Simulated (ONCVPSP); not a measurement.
**PBE ONCV dataset for C (Z = 6), scalar-relativistic all-electron reference.**

C (Z = 6), optimised norm-conserving Vanderbilt (ONCV), made with ONCVPSP 4.0.1 (PBE, scalar-relativistic). Core [He], reference 2s2 2p2. Waves: 2s: rc 1.15 bohr, ncon 5, nbas 8, qcut 7.1 1/bohr, local; 2p: rc 2.30 bohr, ncon 4, nbas 8, qcut 5.6 1/bohr, 3 projectors, debl 3.8 Ha; d scattering state at 0.45 Ha: rc 1.95 bohr, ncon 4, nbas 9, qcut 4.8 1/bohr, 2 projectors, debl 1.5 Ha. Local part: the s channel. Core correction: Teter function, fcfact 2.75, rcfact 1.3.

* Cutoffs needed: 20 Ha and 28 Ha (the cutoffs (Ha) at which the residual kinetic energy of the hardest occupied pseudo-wave falls to 1 and 0.1 mHa per electron) The cutoffs count occupied waves only; projector 3 of the p channel, the hardest unoccupied one, needs 56 Ha at the loose tolerance.
* Ghost test: no bound ghost flagged; no localised positive-energy state flagged
* Largest excitation error: +1078 meV (all-electron minus pseudo) for 2s1 2p0, out of 4 test configurations
* rms error of d²Exc/dni dnj: 1.77 mHa without and 1.64 mHa with the model core
